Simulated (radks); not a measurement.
The numbers below are computed, except where a source is named.
These are the eigenvalues of the occupied orbitals of an atom or ion with whole-number occupations (eV). Level of theory: non-relativistic Kohn-Sham, LB94 model potential, spin-polarised, spherical densities, point nucleus (a radial shooting solver on a logarithmic mesh with Libxc functionals).

1s down: -62884.94
1s up: -62884.70
2s up: -13628.07
2s down: -13627.27
2p up: -13269.06
2p down: -13262.22
3s up: -5586.422
3s down: -5563.439
3p up: -5449.656

Which element is it, and in what charge state? The configuration may be excited. Open shells, if any, are filled with parallel spins first.

Answer. Z = 71, lutetium, charge +56: Lu56+ in [Ne] 3s2 3p3. The list shows which subshells hold electrons but not how many an open one holds; the 1s level, -2311 hartree, gives Z - s = 68.0 by -(Z - s)^2/2, which with screening narrows Z to a few neighbours, and the depths of the outer levels then fix element, charge and occupations together.
